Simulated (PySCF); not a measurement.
**Ionisation energy of Tl²⁺ by level of theory**

Tl²⁺ [Xe] 4f14 5d10 6s1 [6s1/2^1, M_J = 1/2] → Tl³⁺ [Xe] 4f14 5d10, as a difference of total energies. Calculation: PySCF 2.14, in x2c-TZVPPall-2c (11s11p9d3f, 110 functions); the two-component X2C-1e Hamiltonian. Correlated levels: [Kr] 4d10 4f14 frozen; the 24 highest virtual spinors dropped. "Screened" scales the spin-orbit matrix elements by Boettger's factors to mimic the two-electron term; Breit and QED terms are absent.

```csv
method,ionisation energy (eV),error (eV)
GHF (spin-free),28.224,-1.628
GMP2 (spin-free),29.808,-0.044
GHF (screened spin-orbit),28.248,-1.604
GMP2 (screened spin-orbit),29.836,-0.016
```

Reference: 29.852 eV (measured; NIST Atomic Spectra Database, ionization energies).

Errors of the correlated levels include the incompleteness of this basis and the frozen core.
